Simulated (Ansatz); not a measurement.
Cartesian coordinates (Å):
```xyz
8

B      1.7273    -0.0947     0.3049
C      0.4113     0.3052     0.2114
C     -0.7157    -0.4482    -0.3321
N     -1.9233    -0.0753    -0.4162
H      2.8498    -0.4102     0.3954
H      0.1868     1.3034     0.5884
H     -0.4894    -1.4463    -0.7084
H     -2.0468     0.8662    -0.0433
```
Charge 0, spin multiplicity 1.

These are frozen-core CCSD(T)/cc-pVTZ // CAM-B3LYP-D3(BJ)/def2-TZVP (Ansatz, a quantum-chemistry and plane-wave program) values and carry that method's errors. The restricted HF reference is unstable towards unrestricted orbitals.

```
Item                            Value
----------------------  -------------
HF energy               -157.16519 Ha
MP2 correlation energy    -0.60815 Ha
```

### Question
Estimate the CCSD correlation energy, the (T) correction, the total energy and the T1 diagnostic.

### Answer

```yaml
CCSD correlation energy: -0.63629 Ha
"(T) correction": -0.03058 Ha
CCSD(T) total energy: -157.83206 Ha
T1 diagnostic: 0.015
```
